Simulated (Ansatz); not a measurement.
Born–Oppenheimer molecular dynamics of C3H12O2Si2 (19 atoms, charge 0, multiplicity 1). It goes on from the last frame of an earlier run, with new velocities.

Method: Ansatz 0.2.0, RKS PBE-D4/STO-3G.

```yaml
ensemble: NVT, Nosé–Hoover chain
time_step: 0.25 fs
steps_asked: 250
set_temperature: 700 K
thermostat: time constant 100 fs, chain length 3
temperature_schedule: 62 steps to 700 K, then 188 steps to 2100 K
seed: 895799
```

First frame:

```xyz
19
Properties=species:S:1:pos:R:3
Si -0.411 -0.377 -0.495
O -0.003 -0.340 1.458
Si -1.517 -0.249 2.464
H -2.524 -1.389 2.571
H -1.000 -0.302 3.749
H -2.321 0.951 2.149
O 0.991 -0.232 -1.441
C 1.681 -1.629 -1.507
H 2.805 -1.796 -1.535
H 1.796 -2.191 -0.531
H 1.067 -2.213 -2.309
C -1.861 0.755 -1.074
H -2.537 0.107 -1.668
H -2.405 1.499 -0.505
H -1.425 1.392 -1.881
C -1.188 -2.085 -1.010
H -0.974 -2.951 -0.323
H -2.208 -1.802 -1.337
H -0.605 -2.365 -1.937
```

Task: What does the run give?

Result: All steps were run.

```
steps done                                               : 250
time covered                                             : 62.5 fs
mean temperature over the second half                    : 1176 K
spread of the potential energy over the second half      : 14.9 meV per atom
mean potential energy of the second half above the start : -62.3 meV per atom
```

The conserved energy stayed within 0.11 meV per atom of its start (net change -0.0023 meV per atom), so the integration is sound. The schedule's set-point averaged 1635 K over the second half and the system 1176 K, so it lags behind the ramp. A run of 0.062 ps of so small a system gives no equilibrium averages. Limits of this set-up: minimal basis.

Task: What happens to the structure?

Result: The same pairs are bonded in the first frame and the last. Pairs count as bonded within 1.25 times the sum of covalent radii (0.12 Å more for H–H). Another seed would give other details.

Task: How do temperature and energy run in time?

Result: 
```tsv
time (fs)	T (K)	potential energy less start (eV)	conserved less start (meV/atom)
0.0	700	0.000	0.00
3.0	748	-0.105	0.00
6.0	1308	-1.339	-0.10
9.0	1095	-0.873	-0.02
12.0	850	-0.339	-0.02
15.0	1012	-0.702	-0.03
18.0	1206	-1.139	-0.08
21.0	897	-0.471	-0.02
24.0	979	-0.662	-0.04
27.0	1270	-1.313	-0.10
30.0	984	-0.697	-0.02
33.0	960	-0.656	-0.04
36.0	1164	-1.115	-0.03
39.0	1348	-1.535	-0.09
42.0	1138	-1.084	-0.02
45.0	1236	-1.312	-0.06
48.0	1381	-1.644	-0.09
51.0	1168	-1.184	-0.02
54.0	1225	-1.318	-0.07
57.0	1132	-1.120	-0.02
60.0	1159	-1.186	-0.11
```

Time of the run: 23 min on 1 thread of Arm Neoverse V1, with other jobs on the host, peak memory 0.12 GiB.
